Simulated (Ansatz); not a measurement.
The inner images of a band of ClF3Ti + H2S (8 atoms, charge 0, multiplicity 1) are given out of order.

These are results of Ansatz, RKS BLYP/def2-SVP, not measurements.

Initial state:

```xyz
8
Properties=species:S:1:pos:R:3
Ti 0.177 0.065 0.004
Cl 0.478 0.019 2.209
F 1.795 -0.064 -0.651
F -0.391 1.597 -0.632
F -0.629 -1.356 -0.655
S -3.003 0.193 0.965
H -3.140 -1.085 0.506
H -2.692 -0.240 2.220
```

Final state:

```xyz
8
Properties=species:S:1:pos:R:3
Ti -0.551 -0.027 -0.501
Cl -0.218 0.716 3.161
F 0.610 -1.142 0.185
F -0.115 1.660 -0.389
F -0.700 -0.450 -2.196
S -2.642 -0.313 0.509
H -2.445 -1.664 0.598
H -1.344 0.347 2.601
```

Put them in order from the first end to the last, with their energies above the first end.
A.
```xyz
8
Properties=species:S:1:pos:R:3
Ti -0.038 0.167 -0.054
Cl 0.135 0.392 2.203
F 1.498 -0.621 -0.327
F 0.073 1.781 -0.712
F -0.993 -0.786 -1.207
S -2.937 -0.197 0.935
H -2.655 -1.532 0.911
H -2.487 -0.077 2.216
```
B.
```xyz
8
Properties=species:S:1:pos:R:3
Ti -0.415 0.097 -0.156
Cl -0.229 0.639 2.473
F 0.918 -1.010 0.077
F 0.039 1.747 -0.500
F -0.960 -0.449 -1.730
S -2.711 -0.344 0.822
H -2.448 -1.683 0.909
H -1.600 0.131 2.071
```
C.
```xyz
8
Properties=species:S:1:pos:R:3
Ti -0.516 0.025 -0.312
Cl -0.222 0.640 2.756
F 0.730 -1.110 0.166
F -0.044 1.708 -0.381
F -0.786 -0.401 -1.984
S -2.689 -0.325 0.621
H -2.451 -1.664 0.779
H -1.427 0.255 2.320
```
D.
```xyz
8
Properties=species:S:1:pos:R:3
Ti -0.212 0.184 -0.056
Cl -0.020 0.685 2.232
F 1.158 -0.903 -0.091
F 0.177 1.762 -0.693
F -1.076 -0.519 -1.448
S -2.796 -0.344 0.926
H -2.493 -1.674 0.988
H -2.143 -0.063 2.107
```
E.
```xyz
8
Properties=species:S:1:pos:R:3
Ti 0.108 0.112 -0.048
Cl 0.255 0.046 2.182
F 1.738 -0.295 -0.529
F -0.149 1.739 -0.641
F -0.817 -1.091 -0.946
S -3.060 -0.015 0.921
H -2.828 -1.354 0.806
H -2.653 -0.014 2.221
```

E (+6.7 kJ/mol), A (+27.6 kJ/mol), D (+47.8 kJ/mol), B (+92.5 kJ/mol), C (+74.3 kJ/mol).

The run took 2.7 min on 4 threads of Arm Neoverse V1 (shared host), peak memory 0.2 GiB.
